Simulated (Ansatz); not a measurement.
```yaml
crystal:
  periodic: [false, false, false]
  atoms:
    - {symbol: I, position_ang: [-2.160635, 2.193716, -1.035651]}
    - {symbol: Ge, position_ang: [0.020729, 1.070649, -0.509472]}
    - {symbol: B, position_ang: [0.287067, 0.015239, 1.130576]}
    - {symbol: C, position_ang: [0.431635, -1.125158, 0.238062]}
    - {symbol: H, position_ang: [0.698689, 0.842320, -1.871741]}
    - {symbol: H, position_ang: [-0.174258, 0.199260, 2.206462]}
    - {symbol: H, position_ang: [1.005376, -1.161976, -0.687761]}
    - {symbol: H, position_ang: [-0.016502, -2.091150, 0.473722]}
basis:
  gaussian: {orbitals: def2-SVPD, nuclear_model: gaussian}
total_charge: -2
magnetization: {spin_polarized: true, initial_magnetization: 0}
hamiltonian: {xc: {name: wB97}}
```

```sh
$ ansatz run in.yaml --threads 4 --pin off --events-out ev --progress --plain --max-ram 10444MiB
```

Output, abridged:

```
Functional definition: wB97
  name "wB97"
  cite "Chai & Head-Gordon, J. Chem. Phys. 128, 084106 (2008) doi:10.1063/1.2834918"
  cite "Becke, J. Chem. Phys. 107, 8554 (1997) doi:10.1063/1.475007"
  parameter omega = 0.4/bohr
  parameter cx1 = 1.13116
  parameter cx2 = -2.74915
  parameter cx3 = 12.0900
  parameter cx4 = -5.71642
  parameter css1 = -2.55352
  parameter css2 = 11.8926
  parameter css3 = -26.9452
  parameter css4 = 17.0927
  parameter cos1 = 3.99051
  parameter cos2 = -17.0066
  parameter cos3 = 1.07292
  parameter cos4 = 8.88211
  # The coefficients of nought are those of the uniform gas.
  exchange = spin_sum(e_x_unif_sr(omega)*poly(b97_u_x, 1, cx1, cx2, cx3, cx4)) + exact_x_lr(omega)
  correlation = spin_sum(e_c_pw_same_spin*poly(b97_u_same, 1, css1, css2, css3, css4))
      + integral(e_c_pw_opposite_spin*poly(b97_u_opposite, 1, cos1, cos2, cos3, cos4))
1374 factors; their error is unknown
594 factors; integrals over basis functions are off by at most 4.1e-5 eV
mean field evaluation 1: about -66379.5420 eV, gradient 3.1e1 eV
mean field evaluation 2: about -66375.6569 eV, gradient 4.5e1 eV
mean field evaluation 4: about -66388.2529 eV, gradient 3.1e0 eV
mean field evaluation 8: about -66388.4062 eV, gradient 3.5e-1 eV
mean field evaluation 16: about -66388.4787 eV, gradient 6.8e-2 eV
mean field evaluation 32: about -66388.4413 eV, gradient 3.1e-3 eV
mean field -66389.11945881 eV, -2439.7551399497 hartree, gradient 3.2e-5 eV, S^2 1.001044; 8 other end points of the search recorded, 0 dependent functions left out
reference -66389.11945213 eV, -2439.7551397045 hartree; 37, 37 occupied and 108, 108 virtual orbitals, 1374 factors
Total energy: -66389.11945213 eV, -2439.7551397045 hartree
```

(1) Something in this input is off. What?

Answers

(1) The charge is far from anything that the molecule holds. Self-consistency was reached. The result belongs to that input, not to the molecule as meant.
